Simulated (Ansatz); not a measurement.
Species: InH$_{2}$, charge 0, multiplicity 2. SMILES: [InH2]
Coordinates optimised at B3LYP-D3(BJ)/def2-TZVP (Ansatz, a first-principles code):
```
In
H 1 1.7731
H 1 1.7731 2 119.92
```
Charge 0, spin multiplicity 2.

Computed values are from Ansatz. Cores are frozen in the correlated levels unless marked. UHF or UKS for open shells. No spin-orbit coupling. Frozen are the shells of the preceding noble gas and the d and f shells that filled before the atom's block. In def2 rows, elements after Kr have scalar-relativistic effective core potentials. CBS marks a two-point X^-3 extrapolation of the correlation energy; Hartree-Fock from the larger set.

```json
{
  "atomisation energy De": "419.0 kJ/mol at CCSD(T)/CBS(def2-TZVPPD,def2-QZVPPD)",
  "vertical ionisation energy (to the singlet)": "7.44 eV at CCSD(T)/CBS(def2-TZVPPD,def2-QZVPPD)",
  "total_energy": "-190.4144 Eh at CCSD(T)/CBS(def2-TZVPPD,def2-QZVPPD)",
  "dipole_moment": "0.57 D at CCSD(T)/def2-SVPD",
  "T1 diagnostic": "0.015 at CCSD/def2-QZVPPD"
}
```
